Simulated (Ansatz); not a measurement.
[CuMe2]- (C2H6Cu⁻). Charge -1, multiplicity 1. Geometry PBE0-D4/def2-TZVPD.

```
atom    x (Å)    y (Å)    z (Å)
 Cu1  -0.0001   0.0000   0.0000
  C2  -0.0536  -0.8230  -1.7813
  H3  -1.0726  -0.8507  -2.2010
  H4   0.3081  -1.8644  -1.7741
  H5   0.5694  -0.2825  -2.5128
  C6   0.0536   0.8230   1.7813
  H7  -0.2266   1.8890   1.7602
  H8   1.0563   0.7740   2.2367
  H9  -0.6344   0.3346   2.4908
```

LC-ωPBE has ω = 0.4 bohr⁻¹. HSE06 is defined as in plane-wave codes, on full-range PBE exchange. At PBE-D4/def2-TZVPD the highest occupied level of the charge -1 singlet lies above zero (up to 0.55 eV). By energy differences its removal costs 2.45 eV (vertical, to the charge 0 doublet, at PBE0-D4/def2-TZVPD), and other spins of that charge weren't run.

(1) Estimate the orbital energies around the gap (eV) in Ansatz with HF/def2-TZVPD, PBE-D4/def2-TZVPD, HSE06-D4/def2-TZVPD, LC-ωPBE/def2-TZVPD, ωB97X-V/def2-TZVPD.

Results:

(1) 
```csv
orbital,HF/def2-TZVPD,PBE-D4/def2-TZVPD,HSE06-D4/def2-TZVPD,LC-ωPBE/def2-TZVPD,ωB97X-V/def2-TZVPD
HOMO−13,-84.38,-65.77,-70.11,-71.07,-72.38
HOMO−12,-18.81,-10.92,-12.68,-16.42,-16.00
HOMO−11,-18.65,-10.80,-12.55,-16.27,-15.86
HOMO−10,-9.11,-3.92,-4.93,-8.23,-7.87
HOMO−9,-9.11,-3.92,-4.93,-8.23,-7.87
HOMO−8,-8.66,-3.86,-4.83,-8.10,-7.75
HOMO−7,-8.66,-3.86,-4.83,-8.10,-7.75
HOMO−6,-7.22,-2.19,-3.08,-6.35,-6.00
HOMO−5,-7.19,0.01,-1.18,-4.19,-4.09
HOMO−4,-7.19,0.34,-1.18,-4.19,-4.09
HOMO−3,-6.78,0.34,-1.09,-4.01,-3.95
HOMO−2,-6.78,0.39,-1.09,-4.01,-3.95
HOMO−1,-3.47,0.39,-0.60,-3.66,-3.28
HOMO,-3.40,0.55,-0.13,-3.16,-2.90
LUMO,5.70,3.62,3.86,5.64,5.54
LUMO+1,5.82,4.01,4.24,5.74,5.68
LUMO+2,5.83,4.04,4.24,5.75,5.69
LUMO+3,5.83,4.04,4.24,5.75,5.72
LUMO+4,7.00,5.24,5.42,6.90,6.87
LUMO+5,7.84,5.89,6.19,7.63,7.62
```
